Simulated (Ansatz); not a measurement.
```yaml
crystal:
  periodic: [false, false, false]
  atoms:
    - {symbol: N, position_ang: [-3.150413, 0.791467, -1.480004]}
    - {symbol: Ge, position_ang: [0.245603, 1.702949, -0.957896]}
    - {symbol: Sn, position_ang: [1.825624, -2.088147, 2.064036]}
    - {symbol: H, position_ang: [-3.472612, -0.715292, -2.384527]}
    - {symbol: H, position_ang: [-4.034593, 2.286269, -2.555236]}
    - {symbol: H, position_ang: [0.228987, 4.275455, 0.499095]}
    - {symbol: H, position_ang: [1.840155, 1.726752, -3.236049]}
    - {symbol: H, position_ang: [0.984631, -4.752045, 0.805579]}
    - {symbol: H, position_ang: [0.613100, -1.680896, 4.919342]}
    - {symbol: H, position_ang: [5.084201, -1.930414, 2.311944]}
basis:
  gaussian: {orbitals: def2-TZVP}
hamiltonian: {xc: {name: wB97X}}
output: {forces: true}
```

```sh
$ ansatz run in.yaml --threads 4 --pin off --events-out ev --progress --plain --max-ram 10444MiB
```

Shortened log:

```
Functional definition: wB97X
1284 factors; their error is unknown
322 factors; integrals over basis functions are off by at most 5.8e-5 eV
mean field evaluation 1: about -63909.1012 eV, gradient 6.7e1 eV
mean field evaluation 2: about -63706.6719 eV, gradient 1.3e2 eV
mean field evaluation 4: about -63919.0045 eV, gradient 3.1e1 eV
mean field evaluation 8: about -63916.8086 eV, gradient 4.6e1 eV
mean field evaluation 16: about -63925.4652 eV, gradient 1.1e-3 eV
mean field -63925.46517070 eV, -2349.2175147866 hartree, gradient 3.2e-5 eV, S^2 0.000000; 0 other end points of the search recorded, 0 dependent functions left out
reference -63925.46510322 eV, -2349.2175123069 hartree; 34, 34 occupied and 137, 137 virtual orbitals, 1284 factors
Total energy: -63925.46510322 eV, -2349.2175123069 hartree
Atom 0 at    -3.150413     0.791467    -1.480004 Å, force    -1.534643    -0.934693    -3.460863 eV/Å
Atom 1 at     0.245603     1.702949    -0.957896 Å, force     0.394508     1.250646    -1.010883 eV/Å
Atom 2 at     1.825624    -2.088147     2.064036 Å, force     0.305675    -1.153826     0.850866 eV/Å
Atom 3 at    -3.472612    -0.715292    -2.384527 Å, force     0.813023     4.042527     2.011779 eV/Å
Atom 4 at    -4.034593     2.286269    -2.555236 Å, force     1.650094    -2.908238     1.726582 eV/Å
Atom 5 at     0.228987     4.275455     0.499095 Å, force     0.064381    -1.665372    -0.996556 eV/Å
Atom 6 at     1.840155     1.726752    -3.236049 Å, force    -1.273782     0.053382     1.868964 eV/Å
Atom 7 at     0.984631    -4.752045     0.805579 Å, force     0.466299     1.574651     0.725186 eV/Å
Atom 8 at     0.613100    -1.680896     4.919342 Å, force     0.624409    -0.211165    -1.569745 eV/Å
Atom 9 at     5.084201    -1.930414     2.311944 Å, force    -1.509962    -0.047911    -0.145330 eV/Å
Dipole moment:    -0.061944    -0.115304    -0.148912 e Å
```

**Question.** What is wrong with this run?

**Answer.** The coordinates are in bohr but typed as ångström. Self-consistency was reached. The result belongs to that input, not to the molecule as meant.
